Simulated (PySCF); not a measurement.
# Structure from 2D NMR

Compound of formula C₄H₇BF₃N. Correlations simulated from computed shifts and couplings:

HSQC (one-bond C–H):
```tsv
δH	δC	¹J(C,H) (Hz)
2.64	12.8	143
2.18	32.5	141
```

COSY cross peaks (|J| ≥ 2 Hz):
```tsv
δH	δH	abs. J (Hz)	bonds
2.64	2.18	6.1	5
2.64	2.18	8.2	3
```

HMBC (two and three bonds, |J| ≥ 2.5 Hz):
```tsv
δH	δC [abs. J in Hz]
2.64	114.1 [11.7], 32.5 [5.4]
2.18	114.1 [8.5]
2.18	129.4 [6.4], 114.1 [3.0], 12.8 [4.2]
```

Carbons without hydrogens: δ 129.4, 114.1.

PySCF 2.14 calculation with J: B3LYP/pcJ-1 (spin–dipole term only in couplings to heteroatoms), NMR shieldings at PBE0/pcSseg-1/GIAO and coordinates at the PBE0-D3(BJ)/def2-SVP level; relativity neglected, no solvent, one computed conformer, rapidly exchanging positions averaged.

δ = σ(ref) − σ, references computed at the same level: ¹H, ¹³C against TMS.

Exchangeable hydrogens are left out of these lists, and C,H couplings along chains are those of one rotamer, so weak HMBC peaks may be missing or extra.

Task: Assemble the structure.

Result: `[BH3-][N+]#CCCC(F)(F)F`.

Atoms are numbered as in `[BH3-:1][N+:2]#[C:3][CH2:4][CH2:5][C:6]([F:7])([F:8])[F:9]`. Each H is labelled by its parent atom.

1. δC 129.4 is C6, a CF3 carbon.
2. δC 114.1 is C3, a nitrilium-type carbon.
3. δC 32.5 is C5, an sp3 CH2 (δH 2.18).
4. δC 12.8 is C4, an sp3 CH2 α to a nitrile (δH 2.64).
5. HMBC from δH 2.64 reaches the proton-free carbon C3.
6. HMBC from δH 2.18 reaches the proton-free carbon C3.
7. HMBC from δH 2.18 reaches the proton-free carbons C6, C3.
8. COSY links 2.64–2.18, 2.64–2.18.

This is the structure that produced the data.

Hydrogens on boron are broadened and split by ¹¹B (spin 3/2, 80 %) and 10B (spin 3). Common functionals overestimate the size of one-bond C–F couplings by tens of Hz; these are unscaled. Unscaled 3J(H,H) at this level run about 10 % above measured values. Shifts are as computed. Against solution values, carbons near 30 ppm lie about +2 ppm off and those near 130 ppm about +5 ppm. Of 1313 compounds with measured shifts, 239 miss one by over three times the rms of a fit or turn the order of signals round; such compounds aren't used in these exercises. Vicinal H,H couplings across rotating CH2–CH2 and CH–CH2 bonds are estimated from the computed gauche and anti values for equal rotamer populations, (2 J gauche + J anti)/3.
